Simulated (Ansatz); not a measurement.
A nudged elastic band was laid between two geometries of BH$_{4}$NOTe (8 atoms, charge 0, multiplicity 1).

All numbers below come from Ansatz 0.2.0, RKS PBE0-D4/def2-SVP.

- movable images: 7
- climbing image: yes
- spring: 5.0 eV/Å²
- optimiser: quadratic models (default)
- start path: IDPP
- force threshold: 0.5 eV/Å
- iteration limit: 56
- end points: relaxed

First end point:

```xyz
8
Properties=species:S:1:pos:R:3
N -0.289 0.955 -0.101
B 0.388 -0.265 0.057
O 1.732 -0.390 0.241
Te -0.671 -2.189 0.027
H 0.176 1.855 -0.091
H -1.287 1.018 -0.235
H 2.208 0.447 0.257
H -2.163 -1.487 -0.212
```

Last end point:

```xyz
8
Properties=species:S:1:pos:R:3
N -0.490 1.061 0.048
B 0.407 -0.011 0.010
O 1.736 0.236 -0.169
Te -0.309 -2.092 0.261
H -1.472 0.976 0.257
H -0.164 2.009 -0.093
H 2.275 -0.545 -0.314
H -1.891 -1.691 -0.056
```

(1) Which bonds break or form, and what moves?

(2) Give the energies along the band, and the barrier.

(3) What is the geometry of the highest image?

Results:

(1) No bond is made or broken. The dihedral H6–N1–B2–Te4 goes from 0 to -178°.

(2) The run converged. The highest image is number 3 of 0 to 8, 0.48 eV above the first end and 0.53 eV above the last; the last end lies 0.05 eV below the first. The threshold of 0.5 eV/Å is loose, so the images may lie well off the minimum-energy path. The profile has 2 maxima (images 3, 6) with wells between them (image 5): this band takes more than one step, which may be the mechanism or a detour left from its start path. Another band between the same ends (7 images) ends at a top of the same energy, where a vibrational analysis finds 1 clearly imaginary mode.

```
image  path coordinate (Å)  energy (eV)  dihedral H6–N1–B2–Te4 (°)
    0                 0.00         0.00                          0
    1                 0.64         0.08                        -13
    2                 1.29         0.34                        -30
    3                 1.94         0.48                        -59
    4                 2.59         0.34                       -100
    5                 3.24         0.09                       -145
    6                 3.88         0.20                       -179
    7                 4.53         0.10                        177
    8                 5.18        -0.05                       -178
```

(3) 
```xyz
8
Properties=species:S:1:pos:R:3
N -0.134 1.023 -0.420
B 0.445 -0.254 -0.017
O 1.738 -0.538 -0.278
Te -0.608 -1.884 1.007
H -0.517 1.533 0.375
H -0.919 0.890 -1.058
H 2.133 0.219 -0.733
H -2.045 -1.045 1.067
```

The run took 5.3 min on 1 thread of Arm Neoverse V1, with other jobs on the host, peak memory 0.19 GiB.
